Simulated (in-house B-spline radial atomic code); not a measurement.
A calculation on Ti V (Ti4+): its settings, and results tabulated from the run. Computed with a radial B-spline atomic code at the basis-set limit: non-relativistic PW91, spin-polarised, spherical fractional occupations, point nucleus.

Command:
```bash
python run_scf.py task.json out
```
Settings:
```
Z                22
configuration    [Ne] 3s2 3p6
hamiltonian      nr
method           pw91,pw91
spin_polarised   True
```

Output (hartree, bohr):
```
 radial grid: 45 intervals, B-splines of order 8, outer radius 14.6809 bohr

 iter        energy (Eh)    residual
    1        -840.551211    4.78e-01
    2        -844.995751    2.14e-01
    3        -845.876318    6.33e-02
    4        -845.963641    1.98e-02
    5        -845.970067    7.74e-03
    6        -845.971690    3.63e-04
    7        -845.971692    2.18e-05
    8        -845.971692    1.61e-07

 total energy                      -845.97169
 kinetic                             845.2660
 electron-nucleus                  -1967.8078
 Hartree                             317.0406
 exchange-correlation                -40.4704

 orbital      occ     eigenvalue          <r>       <r^2>       <1/r>     <1/r^3>     <1/r^2>       r_max
 1s up      1.000      -179.7846    0.0701763    0.006609     21.5265           -     933.908     0.04613
 1s down    1.000      -179.7846    0.0701763    0.006609     21.5265           -     933.908     0.04613
 2s up      1.000       -21.5661      0.32756     0.12679     4.49246           -     82.9856      0.2713
 2s down    1.000       -21.5661      0.32756     0.12679     4.49246           -     82.9856      0.2713
 2p up      3.000       -18.3527     0.290815    0.104238     4.42966     257.966     27.0705      0.2205
 2p down    3.000       -18.3527     0.290815    0.104238     4.42966     257.966     27.0705      0.2205
 3s up      1.000        -4.1574     0.980734     1.10254     1.43138           -     12.6107      0.8631
 3s down    1.000        -4.1574     0.980734     1.10254     1.43138           -     12.6107      0.8631
 3p up      3.000        -3.2870      1.02816     1.23104     1.32786     33.0662     3.90023      0.8827
 3p down    3.000        -3.2870      1.02816     1.23104     1.32786     33.0662     3.90023      0.8827
```

Run time, properties included: 0.09 s on 1 thread of Arm Neoverse V1, on a shared host.
